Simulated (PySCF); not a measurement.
A small calculation by hand: chemical shift, span and skew from a shielding tensor

CH6BNO2, SMILES COB(N)O. Atoms are numbered in the order given.

```xyz
11

B     -0.0593    -0.5213     0.0000
O     -0.8560    -1.6359     0.0000
H     -0.3597    -2.4564     0.0000
O     -0.7316     0.6714     0.0000
C     -0.0592     1.8890     0.0000
H      0.5790     2.0175    -0.8953
H     -0.7988     2.7035     0.0000
H      0.5790     2.0175     0.8953
N      1.3601    -0.5835     0.0000
H      1.9477     0.2371     0.0000
H      1.8847    -1.4455     0.0000
```
Charge 0, spin multiplicity 1.

Geometry optimised at PBE0-D3(BJ)/def2-SVP. Other conformers were not sampled.

GIAO shieldings from PBE/pcSseg-1 (PySCF), non-relativistic, no solvent. The symmetric part of the tensor of N9 has the principal values 196.8, 209.1, 248.5 ppm. The same nucleus in NH3 has σ = 267.0 ppm at this level (PySCF, at its B3LYP-D3(BJ)/def2-TZVP geometry).

Problem. Work out the isotropic shielding, the ¹⁵N shift against NH3, the span and the skew.

Solution. 
σ(iso) = (σ11 + σ22 + σ33)/3 = 218.1 ppm. δ = σ(ref) − σ(iso) = 267.0 − (218.1) = 48.9 ppm.
Span Ω = σ33 − σ11 = 51.7 ppm. Skew κ = 3(σ(iso) − σ22)/Ω = 0.52. Tumbling in solution averages the tensor to δ; in a static solid the shielding alone would spread this spin-1/2 line over Ω.
